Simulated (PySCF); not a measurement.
CH₆BOSi, C₂H₇AlB, CH₅AlBO, CH₆BSi and others (calculated)

Computed with PySCF 2.14.0. Calculation on a computer-drawn molecule: the log of a Hartree-Fock and frozen-core CCSD(T) single point meant for a local Hartree-Fock minimum, with one planted fault or none, to be diagnosed. Offsets are logged minus clean, where the clean run is the same molecule without the fault. The reference is restricted for singlets and unrestricted otherwise, and also for a bond in bohr or an excited solution. Adding or removing an electron swaps singlet and doublet. The excited solution moves the top pair (singlet) or top alpha electron (doublet) to the lowest empty orbital. Highest occupied and lowest empty are orbital energies over both spins, largest force is the largest gradient component, triples share is (T) over the correlation energy, the T1 limit is 0.02 restricted and 0.045 unrestricted, electrons count all cores, a negative frequency is imaginary (commonest isotopes), and the dipole is about the centre of nuclear charge.

Common to all runs: meant charge 0; meant multiplicity 2; meant basis cc-pV(D+d)Z; logged SCF converged yes; possible faults no fault, one electron removed, one electron added, multiplicity raised by two, geometry at a saddle point, SCF held on an excited solution, minimal basis STO-3G, one bond length entered in bohr, all coordinates scaled.

```json
{"entry": 1, "formula": "CH6BOSi", "logged_structure": {"atoms_angstrom": [["B", -3.1059, 0.8656, -0.4615], ["C", -1.7251, 0.6666, -1.0635], ["O", -1.2206, -0.5601, -1.2806], ["Si", 0.2021, -0.9746, -2.044], ["H", -3.4974, 1.9866, -0.2873], ["H", -3.7841, -0.0783, -0.17], ["H", -1.0667, 1.4896, -1.341], ["H", 0.4383, -2.3935, -1.7382], ["H", 1.3009, -0.1296, -1.53], ["H", 0.0716, -0.7695, -3.5009]]}, "given": {"logged_electrons": 39, "logged_basis_functions": 95, "logged_spin_squared": 0.7572, "logged_highest_occupied [eV]": -9.3929, "logged_lowest_empty [eV]": 1.4684, "logged_largest_force [hartree/bohr]": 3.5932e-06, "logged_lowest_frequency [cm^-1]": 31.453, "logged_T1_diagnostic": 0.018653, "logged_D1_diagnostic": 0.085862, "logged_triples_share": 0.02521, "logged_CC_converged": "yes", "logged_dipole_magnitude [debye]": 2.115, "logged_SCF_stable_within_its_kind": "yes", "logged_energy_HF [hartree]": -429.83235, "logged_energy_CCSD(T) [hartree]": -430.38408, "drawn_bonds_atom": [1, 2, 3, 1, 1, 2, 4, 4, 4], "drawn_bonds_other_atom": [2, 3, 4, 5, 6, 7, 8, 9, 10], "drawn_bonds_order": [1, 1, 1, 1, 1, 1, 1, 1, 1]}, "results": {"planted_fault": "no fault", "HF_energy_offset_from_clean_run [kcal/mol]": 0.0, "CCSD(T)_energy_offset_from_clean_run [kcal/mol]": 0.0}}
{"entry": 2, "formula": "C2H7AlB", "logged_structure": {"atoms_angstrom": [["B", 0.2246, -1.6217, 1.4749], ["C", -1.1105, -1.4609, 1.0183], ["C", -1.716, -0.2714, 0.7329], ["Al", -2.379, 0.0554, 2.4348], ["H", 0.6288, -2.6378, 1.6779], ["H", 0.8766, -0.7308, 1.6264], ["H", -1.6969, -2.2752, 0.9189], ["H", -2.4647, -0.3406, 0.0572], ["H", -1.0651, 0.4605, 0.4837], ["H", -1.6117, 0.8894, 3.3561], ["H", -3.6274, -0.5874, 2.843]]}, "given": {"logged_electrons": 37, "logged_basis_functions": 100, "logged_spin_squared": 0.7618, "logged_highest_occupied [eV]": -8.7179, "logged_lowest_empty [eV]": 0.40809, "logged_largest_force [hartree/bohr]": 0.060781, "logged_T1_diagnostic": 0.016513, "logged_D1_diagnostic": 0.08095, "logged_triples_share": 0.026825, "logged_CC_converged": "yes", "logged_dipole_magnitude [debye]": 2.1257, "logged_SCF_stable_within_its_kind": "yes", "logged_energy_HF [hartree]": -346.30289, "logged_energy_CCSD(T) [hartree]": -346.78586, "drawn_bonds_atom": [1, 2, 3, 1, 1, 2, 3, 3, 4, 4], "drawn_bonds_other_atom": [2, 3, 4, 5, 6, 7, 8, 9, 10, 11], "drawn_bonds_order": [1, 1, 1, 1, 1, 1, 1, 1, 1, 1]}, "results": {"planted_fault": "all coordinates scaled, by -7.4 %", "HF_energy_offset_from_clean_run [kcal/mol]": 36.41, "CCSD(T)_energy_offset_from_clean_run [kcal/mol]": 40.72}}
{"entry": 3, "formula": "C2H7AlB", "logged_structure": {"atoms_angstrom": [["B", 0.2425, -1.7512, 1.5928], ["C", -1.1992, -1.5777, 1.0997], ["C", -1.8531, -0.2931, 0.7915], ["Al", -2.5691, 0.0598, 2.6294], ["H", 0.6791, -2.8486, 1.812], ["H", 0.9467, -0.7892, 1.7564], ["H", -1.8325, -2.457, 0.9924], ["H", -2.6616, -0.3678, 0.0618], ["H", -1.1503, 0.4973, 0.5223], ["H", -1.7405, 0.9604, 3.6243], ["H", -3.9173, -0.6344, 3.0702]]}, "given": {"logged_electrons": 38, "logged_basis_functions": 100, "logged_spin_squared": 0.0, "logged_highest_occupied [eV]": -1.4112, "logged_lowest_empty [eV]": 6.0619, "logged_largest_force [hartree/bohr]": 0.048522, "logged_T1_diagnostic": 0.013052, "logged_D1_diagnostic": 0.047632, "logged_triples_share": 0.035325, "logged_CC_converged": "yes", "logged_dipole_magnitude [debye]": 4.0878, "logged_SCF_stable_within_its_kind": "yes", "logged_energy_HF [hartree]": -346.37062, "logged_energy_CCSD(T) [hartree]": -346.90805, "drawn_bonds_atom": [1, 2, 3, 1, 1, 2, 3, 3, 4, 4], "drawn_bonds_other_atom": [2, 3, 4, 5, 6, 7, 8, 9, 10, 11], "drawn_bonds_order": [1, 1, 1, 1, 1, 1, 1, 1, 1, 1]}, "results": {"planted_fault": "one electron added", "HF_energy_offset_from_clean_run [kcal/mol]": -6.086, "CCSD(T)_energy_offset_from_clean_run [kcal/mol]": -35.95}}
{"entry": 4, "formula": "CH5AlBO", "logged_structure": {"atoms_angstrom": [["B", -1.3482, 2.6398, 0.8967], ["C", -0.9773, 1.8019, -0.3113], ["O", -0.4744, 2.2959, -1.4396], ["Al", 0.5338, 3.5278, -2.05], ["H", -1.8037, 2.1088, 1.8713], ["H", -1.1851, 3.8338, 0.8719], ["H", -1.1234, 0.725, -0.3594], ["H", 0.2747, 3.9379, -3.5403], ["H", 1.6704, 4.1103, -1.1367]]}, "given": {"logged_electrons": 37, "logged_basis_functions": 90, "logged_spin_squared": 3.7862, "logged_highest_occupied [eV]": -4.6752, "logged_lowest_empty [eV]": -2.0096, "logged_largest_force [hartree/bohr]": 0.091054, "logged_dipole_magnitude [debye]": 6.9457, "logged_SCF_stable_within_its_kind": "yes", "logged_energy_HF [hartree]": -382.03366, "drawn_bonds_atom": [1, 2, 3, 1, 1, 2, 4, 4], "drawn_bonds_other_atom": [2, 3, 4, 5, 6, 7, 8, 9], "drawn_bonds_order": [1, 1, 1, 1, 1, 1, 1, 1]}, "results": {"planted_fault": "multiplicity raised by two", "HF_energy_offset_from_clean_run [kcal/mol]": 132.7}, "notes": ["coupled-cluster numbers left out as unreliable"]}
{"entry": 5, "formula": "CH6BSi", "logged_structure": {"atoms_angstrom": [["B", 1.7854, 1.1451, -0.6227], ["C", 2.2891, -0.2423, -1.1002], ["Si", 1.3485, -1.493, -2.1329], ["H", 0.6819, 1.5253, -0.9089], ["H", 2.4903, 1.858, 0.0391], ["H", 3.2986, -0.539, -0.813], ["H", -0.002, -0.986, -2.4621], ["H", 1.2214, -2.769, -1.3871], ["H", 2.0865, -1.7655, -3.3905]]}, "given": {"logged_electrons": 31, "logged_basis_functions": 81, "logged_spin_squared": 0.7582, "logged_highest_occupied [eV]": -3.6917, "logged_lowest_empty [eV]": -2.9201, "logged_largest_force [hartree/bohr]": 0.10857, "logged_dipole_magnitude [debye]": 4.991, "logged_SCF_stable_within_its_kind": "no", "logged_energy_HF [hartree]": -354.69656, "drawn_bonds_atom": [1, 2, 1, 1, 2, 3, 3, 3], "drawn_bonds_other_atom": [2, 3, 4, 5, 6, 7, 8, 9], "drawn_bonds_order": [1, 1, 1, 1, 1, 1, 1, 1]}, "results": {"planted_fault": "SCF held on an excited solution", "HF_energy_offset_from_clean_run [kcal/mol]": 147.6}, "notes": ["coupled-cluster numbers left out as unreliable"]}
{"entry": 6, "formula": "AlBH4N", "logged_structure": {"atoms_angstrom": [["B", -0.2686, -0.7319, -0.5587], ["N", -0.1439, -0.9209, 0.8315], ["Al", -0.4923, 0.2962, 2.1274], ["H", -0.6428, 0.3353, -0.9775], ["H", -0.0077, -1.6181, -1.3317], ["H", 0.1731, -1.836, 1.1042], ["H", -0.2561, -0.2139, 3.6181]]}, "given": {"logged_electrons": 29, "logged_basis_functions": 23, "logged_spin_squared": 0.756, "logged_highest_occupied [eV]": -5.3027, "logged_lowest_empty [eV]": 7.188, "logged_largest_force [hartree/bohr]": 0.036663, "logged_T1_diagnostic": 0.020875, "logged_D1_diagnostic": 0.07644, "logged_triples_share": 0.024047, "logged_CC_converged": "yes", "logged_dipole_magnitude [debye]": 2.2967, "logged_SCF_stable_within_its_kind": "yes", "logged_energy_HF [hartree]": -319.46203, "logged_energy_CCSD(T) [hartree]": -319.61275, "drawn_bonds_atom": [1, 2, 1, 1, 2, 3], "drawn_bonds_other_atom": [2, 3, 4, 5, 6, 7], "drawn_bonds_order": [1, 1, 1, 1, 1, 1]}, "results": {"planted_fault": "minimal basis STO-3G", "HF_energy_offset_from_clean_run [kcal/mol]": 2479, "CCSD(T)_energy_offset_from_clean_run [kcal/mol]": 2602}}
{"entry": 7, "formula": "AlBClH3N", "logged_structure": {"atoms_angstrom": [["B", -1.0971, -0.6108, -2.7746], ["N", -0.2484, -0.9224, -1.6866], ["Al", 1.1519, -2.0516, -1.6223], ["Cl", 1.6959, -3.1272, -3.3677], ["H", -0.9191, -1.1362, -3.8395], ["H", -1.9942, 0.1792, -2.6302], ["H", -0.4741, -0.434, -0.8367]]}, "given": {"logged_electrons": 45, "logged_basis_functions": 31, "logged_spin_squared": 0.7532, "logged_highest_occupied [eV]": -6.3745, "logged_lowest_empty [eV]": 5.461, "logged_largest_force [hartree/bohr]": 0.047983, "logged_T1_diagnostic": 0.018292, "logged_D1_diagnostic": 0.074899, "logged_triples_share": 0.028338, "logged_CC_converged": "yes", "logged_dipole_magnitude [debye]": 5.3022, "logged_SCF_stable_within_its_kind": "yes", "logged_energy_HF [hartree]": -773.57895, "logged_energy_CCSD(T) [hartree]": -773.72227, "drawn_bonds_atom": [1, 2, 3, 1, 1, 2], "drawn_bonds_other_atom": [2, 3, 4, 5, 6, 7], "drawn_bonds_order": [1, 1, 1, 1, 1, 1]}, "results": {"planted_fault": "minimal basis STO-3G", "HF_energy_offset_from_clean_run [kcal/mol]": 5550, "CCSD(T)_energy_offset_from_clean_run [kcal/mol]": 5763}}
{"entry": 8, "formula": "AlBH5N2", "logged_structure": {"atoms_angstrom": [["B", -0.3911, 0.4506, 1.9859], ["N", -0.904, -0.2414, 0.8758], ["Al", 0.0161, -0.858, -0.5653], ["N", 1.7581, -0.5914, -0.6454], ["H", -1.1142, 0.8077, 2.882], ["H", 0.7893, 0.693, 2.0473], ["H", -1.8955, -0.4001, 0.9072], ["H", 2.3458, -0.8946, -1.3987], ["H", 2.3093, -0.1184, 0.0473]]}, "given": {"logged_electrons": 38, "logged_basis_functions": 90, "logged_spin_squared": 0.0, "logged_highest_occupied [eV]": -0.17618, "logged_lowest_empty [eV]": 7.5581, "logged_largest_force [hartree/bohr]": 0.056888, "logged_T1_diagnostic": 0.01735, "logged_D1_diagnostic": 0.052737, "logged_triples_share": 0.029327, "logged_CC_converged": "yes", "logged_dipole_magnitude [debye]": 5.138, "logged_SCF_stable_within_its_kind": "yes", "logged_energy_HF [hartree]": -378.47193, "logged_energy_CCSD(T) [hartree]": -379.03273, "drawn_bonds_atom": [1, 2, 3, 1, 1, 2, 4, 4], "drawn_bonds_other_atom": [2, 3, 4, 5, 6, 7, 8, 9], "drawn_bonds_order": [1, 1, 1, 1, 1, 1, 1, 1]}, "results": {"planted_fault": "one electron added", "HF_energy_offset_from_clean_run [kcal/mol]": 15.18, "CCSD(T)_energy_offset_from_clean_run [kcal/mol]": -7.991}}
{"entry": 9, "formula": "AlBH5N2", "logged_structure": {"atoms_angstrom": [["B", -0.3911, 0.4506, 1.9859], ["N", -0.904, -0.2414, 0.8758], ["Al", 0.0161, -0.858, -0.5653], ["N", 1.7581, -0.5914, -0.6454], ["H", -1.1142, 0.8077, 2.882], ["H", 0.7893, 0.693, 2.0473], ["H", -1.8955, -0.4001, 0.9072], ["H", 2.3458, -0.8946, -1.3987], ["H", 2.3093, -0.1184, 0.0473]]}, "given": {"logged_electrons": 36, "logged_basis_functions": 90, "logged_spin_squared": 0.0, "logged_highest_occupied [eV]": -16.246, "logged_lowest_empty [eV]": -6.9771, "logged_largest_force [hartree/bohr]": 0.061082, "logged_T1_diagnostic": 0.017566, "logged_D1_diagnostic": 0.047561, "logged_triples_share": 0.028537, "logged_CC_converged": "yes", "logged_dipole_magnitude [debye]": 6.7159, "logged_SCF_stable_within_its_kind": "yes", "logged_energy_HF [hartree]": -378.21309, "logged_energy_CCSD(T) [hartree]": -378.73474, "drawn_bonds_atom": [1, 2, 3, 1, 1, 2, 4, 4], "drawn_bonds_other_atom": [2, 3, 4, 5, 6, 7, 8, 9], "drawn_bonds_order": [1, 1, 1, 1, 1, 1, 1, 1]}, "results": {"planted_fault": "one electron removed", "HF_energy_offset_from_clean_run [kcal/mol]": 177.6, "CCSD(T)_energy_offset_from_clean_run [kcal/mol]": 179.0}}
{"entry": 10, "formula": "AlBH5N2", "logged_structure": {"atoms_angstrom": [["B", -0.3954, 0.4556, 2.0078], ["N", -0.9139, -0.244, 0.8854], ["Al", 0.0162, -0.8674, -0.5715], ["N", 1.7775, -0.5979, -0.6525], ["H", -1.1264, 0.8166, 2.9137], ["H", 0.7979, 0.7006, 2.0698], ["H", -1.9163, -0.4045, 0.9172], ["H", 2.3716, -0.9045, -1.4141], ["H", 2.3347, -0.1197, 0.0478]]}, "given": {"logged_electrons": 37, "logged_basis_functions": 90, "logged_spin_squared": 0.7525, "logged_highest_occupied [eV]": -8.4509, "logged_lowest_empty [eV]": 1.3035, "logged_largest_force [hartree/bohr]": 0.010177, "logged_T1_diagnostic": 0.016327, "logged_D1_diagnostic": 0.045888, "logged_triples_share": 0.027811, "logged_CC_converged": "yes", "logged_dipole_magnitude [debye]": 1.4534, "logged_SCF_stable_within_its_kind": "yes", "logged_energy_HF [hartree]": -378.49509, "logged_energy_CCSD(T) [hartree]": -379.02117, "drawn_bonds_atom": [1, 2, 3, 1, 1, 2, 4, 4], "drawn_bonds_other_atom": [2, 3, 4, 5, 6, 7, 8, 9], "drawn_bonds_order": [1, 1, 1, 1, 1, 1, 1, 1]}, "results": {"planted_fault": "all coordinates scaled, by +1.1 %", "HF_energy_offset_from_clean_run [kcal/mol]": 0.648, "CCSD(T)_energy_offset_from_clean_run [kcal/mol]": -0.7322}}
```
